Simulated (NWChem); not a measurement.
System: C4H5FO; SMILES FC=C1COC1

```xyz
11

F     -0.3435     2.3393     0.0000
C      0.5819     1.3541     0.0000
C      0.2330     0.0792     0.0000
C     -1.0611    -0.6957     0.0000
O     -0.3204    -1.9440     0.0000
C      0.9524    -1.2503     0.0000
H      1.5993     1.7336     0.0000
H     -1.6895    -0.5864     0.8945
H     -1.6895    -0.5864    -0.8945
H      1.5475    -1.4816    -0.8947
H      1.5475    -1.4816     0.8947
```
Atoms are numbered in this order, from 1.

Level: B3LYP/6-31G* (spherical d) (NWChem), optimised geometry, unscaled harmonic frequencies. 

List the harmonic frequencies with IR intensities, and the thermochemistry.


```csv
frequency (cm⁻¹),IR intensity (km/mol)
115,5.3
176,4.4
281,0.2
403,10.9
500,6.2
748,1.7
847,8.4
891,13.4
975,3.4
997,9.2
1030,90.7
1089,5.2
1142,0.0
1146,0.1
1147,85.6
1174,81.0
1308,0.3
1353,11.7
1403,2.5
1529,2.5
1555,0.0
1821,54.8
3021,108.9
3034,9.7
3059,44.0
3067,45.7
3220,11.3
```

```yaml
zero_point_energy: 52.9 kcal/mol
thermal correction to the enthalpy at 298.15 K (with zero-point energy): 57.0 kcal/mol
heat capacity Cv: 18.9 cal/(mol K)
entropy at 298.15 K and 1 atm (symmetry number 1): 75.6 cal/(mol K)
dipole_moment: 1.47 D
```

Rigid rotor and harmonic oscillator.
